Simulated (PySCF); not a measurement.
CuI (SMILES [Cu][I]), singlet, at a GFN2-xTB geometry (such geometries of metal compounds can be far from the true shape) (core potentials on I); B3LYP/def2-SV(P) (PySCF).

Here is a job for PySCF.
```python
from pyscf import gto, scf, dft

mol = gto.M(
    atom='''
Cu   -0.000000   -0.000000   -1.554080
I     0.000000    0.000000    0.850346
''',
    basis='def2-sv(p)',
    ecp={'I': 'def2-sv(p)'},
    charge=0,
    spin=0,
    verbose=4,
)

mf = dft.RKS(mol)
mf.xc = 'b3lyp'
mf.kernel()
```

The log (banner, timings and long lists left out):

```
PySCF version 2.14.0

[INPUT] verbose = 4
[INPUT] num. atoms = 2
[INPUT] num. electrons = 54
[INPUT] charge = 0
[INPUT] spin (= nelec alpha-beta = 2S) = 0
[INPUT] symmetry False subgroup None
[INPUT] Mole.unit = angstrom
[INPUT] Symbol           X                Y                Z      unit          X                Y                Z       unit  Magmom
[INPUT]  1 Cu     0.000000000000   0.000000000000  -1.554080000000 AA    0.000000000000   0.000000000000  -2.936785575664 Bohr   0.0
[INPUT]  2 I      0.000000000000   0.000000000000   0.850346000000 AA    0.000000000000   0.000000000000   1.606921051119 Bohr   0.0

nuclear repulsion = 159.561358060926
number of shells = 20
number of NR pGTOs = 127
number of NR cGTOs = 50
basis = def2-sv(p)
ecp = {'I': 'def2-sv(p)'}

******** <class 'pyscf.dft.rks.RKS'> ********
method = RKS
initial guess = minao
damping factor = 0
level_shift factor = 0
DIIS = <class 'pyscf.scf.diis.CDIIS'>
diis_start_cycle = 1
diis_space = 8
diis_damp = 0
SCF conv_tol = 1e-09
SCF conv_tol_grad = None
SCF max_cycles = 50
direct_scf = True
direct_scf_tol = 1e-13
XC library pyscf.dft.libxc version 7.1.2
    S. Lehtola, C. Steigemann, M. J. T. Oliveira, and M. A. L. Marques,  SoftwareX 7, 1–5 (2018)
XC functionals = b3lyp
    P. J. Stephens, F. J. Devlin, C. F. Chabalowski, and M. J. Frisch,  J. Phys. Chem. 98, 11623 (1994)
radial grids:
    Treutler-Ahlrichs [JCP 102, 346 (1995); DOI:10.1063/1.469408] (M4) radial grids

becke partition: Becke, JCP 88, 2547 (1988); DOI:10.1063/1.454033
pruning grids: <function nwchem_prune>
grids dens level: 3
symmetrized grids: False
atomic radii adjust function: <function treutler_atomic_radii_adjust>
small_rho_cutoff = 0
Set gradient conv threshold to 3.16228e-05
Initial guess from minao.
tot grids = 42600
init E= -1906.73368305112
  HOMO = -0.504417759378639  LUMO = -0.501545421471465  gap/eV = 0.07816
cycle= 1 E= -1931.49368496999  delta_E= -24.8  |g|= 6.78  |ddm|= 8.95
  HOMO = -0.330308989778918  LUMO = -0.0735262096494438  gap/eV = 6.98742
cycle= 2 E= -1922.50507714376  delta_E= 8.99  |g|= 5.36  |ddm|= 11.5

WARN: HOMO -0.0490926210777756 == LUMO -0.0490926210777465

cycle= 3 E= -1887.30676936357  delta_E= 35.2  |g|= 7.04  |ddm|=   20
  HOMO = -0.118314592110851  LUMO = -0.0658092988056234  gap/eV = 1.42874
cycle= 4 E= -1936.83795828241  delta_E= -49.5  |g|= 2.13  |ddm|= 16.5
  HOMO = -0.0391429912113096  LUMO = -0.0200124705996801  gap/eV = 0.52057
cycle= 5 E= -1936.45997308247  delta_E= 0.378  |g|=  3.3  |ddm|= 4.52
  HOMO = -0.206246577577193  LUMO = -0.0974348259735578  gap/eV = 2.96092
cycle= 6 E= -1938.1356314317  delta_E= -1.68  |g|= 0.308  |ddm|= 2.41
  HOMO = -0.202692449086688  LUMO = -0.0888661126319477  gap/eV = 3.09737
cycle= 7 E= -1938.14229558296  delta_E= -0.00666  |g|= 0.299  |ddm|= 0.495
  HOMO = -0.219370901070804  LUMO = -0.0990674872258097  gap/eV = 3.27362
cycle= 8 E= -1938.15735268928  delta_E= -0.0151  |g|= 0.145  |ddm|= 0.216
  HOMO = -0.23034998028114  LUMO = -0.104535023258542  gap/eV = 3.42360
cycle= 9 E= -1938.16044330986  delta_E= -0.00309  |g|= 0.0215  |ddm|= 0.0946
  HOMO = -0.228690064917363  LUMO = -0.107688642582275  gap/eV = 3.29262
cycle= 10 E= -1938.1606450999  delta_E= -0.000202  |g|= 0.00571  |ddm|= 0.0519
  HOMO = -0.229304366563393  LUMO = -0.107962027865952  gap/eV = 3.30189
cycle= 11 E= -1938.16065317517  delta_E= -8.08e-06  |g|= 0.000513  |ddm|= 0.00909
  HOMO = -0.229415757553869  LUMO = -0.10788720903043  gap/eV = 3.30696
cycle= 12 E= -1938.16065336805  delta_E= -1.93e-07  |g|= 0.000335  |ddm|= 0.00201
  HOMO = -0.229378560814005  LUMO = -0.107875506082472  gap/eV = 3.30627
cycle= 13 E= -1938.16065339084  delta_E= -2.28e-08  |g|= 4.54e-05  |ddm|= 0.000458
  HOMO = -0.229373783578845  LUMO = -0.107873666964714  gap/eV = 3.30619
cycle= 14 E= -1938.1606533916  delta_E= -7.61e-10  |g|= 7.11e-06  |ddm|= 0.000126
  HOMO = -0.229372119368229  LUMO = -0.107872763569659  gap/eV = 3.30617
Extra cycle  E= -1938.16065339158  delta_E= 1.23e-11  |g|= 1.24e-05  |ddm|= 1.34e-05
converged SCF energy = -1938.16065339158
```
